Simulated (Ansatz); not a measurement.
Reaction (cleavage of the Si–B bond): `NB[SiH](F)Cl` + `N[SiH3]` → `F[SiH](Cl)N[SiH3]` + `BN`

Computed with Ansatz on PBE0-D4/def2-TZVP structures; ΔE is electronic, products minus reactants. CBS: MP2 limit from def2 TZ/QZ plus the TZ coupled-cluster correction, frozen cores. This one scheme is used for every species. DFT in def2-TZVPP. One conformer a species, not always the lowest.

`NB[SiH](F)Cl`:

```xyz
9

N    -0.792   -1.107    0.895
B    -0.432   -0.651   -0.359
Si    0.583    1.076   -0.484
F     0.725    1.700    0.991
Cl    2.487    0.720   -1.177
H    -1.286   -1.971    1.049
H    -0.577   -0.611    1.746
H    -0.725   -1.300   -1.321
H     0.019    2.146   -1.341
```

`N[SiH3]`:

Z-matrix (Å, degrees):
```
Si
N 1 1.720
H 1 1.486 2 107.9
H 1 1.494 2 116.0 3 -120.3
H 1 1.486 2 107.9 3 119.4
H 2 1.007 1 119.6 3 -168.6
H 2 1.007 1 119.6 3 49.2
```

`F[SiH](Cl)N[SiH3]`:

Cartesian coordinates in Å:
```
F -1.403 2.010 -0.705
Si 0.042 1.349 -0.629
Cl 0.978 1.860 -2.368
N -0.017 -0.340 -0.504
Si -0.052 -1.298 0.944
H 0.726 1.936 0.533
H -0.099 -0.842 -1.378
H -1.335 -2.036 1.081
H 1.056 -2.287 0.950
H 0.103 -0.353 2.077
```

`BN`:

Z-matrix (Å, degrees):
```
B
N 1 1.385
H 1 1.197 2 119.0
H 1 1.197 2 119.0 3 -180.0
H 2 1.006 1 123.2 3 -0.0
H 2 1.006 1 123.2 3 180.0
```

```tsv
level	ΔE (kJ/mol)
PBE-D4	-79.7
revPBE-D4	-80.6
PBE0-D4	-87.1
CAM-B3LYP-D4	-98.5
revPBE	-75.0
PBE0	-85.1
RPA@PBE/def2-TZVPP	-95.5
CCSD/def2-SVP	-93.1
```

What does CCSD(T)/CBS give? (An estimate is asked.)

Computed: -98.1 kJ/mol. The listed levels differ from it by 18.4, 17.5, 11.0, -0.4, 23.1, 13.0, 2.6, 5.0 kJ/mol.

Largest T1 diagnostic among the species: 0.012.

The D4 term adds −3.5 kJ/mol with B3LYP and −1.9 kJ/mol with PBE0; it sums over pairs of atoms, weighted by their polarisabilities, and B3LYP, whose exchange is more repulsive, gets the larger term. Leaving LDA and LC-ωPBE aside and taking each functional with its dispersion term where it has one, the values, not all of them listed here, spread over 23.9 kJ/mol, from BHLYP-D4 to PBE-D4. LDA lies −6.7 kJ/mol from PBE without D4.

CCSD(T)/CBS has its own doubt, a few kJ/mol and more with outer-core shells, so smaller differences from it don't rank the levels.

B3LYP here is the variant with VWN-RPA as its local correlation; programs differ in this.
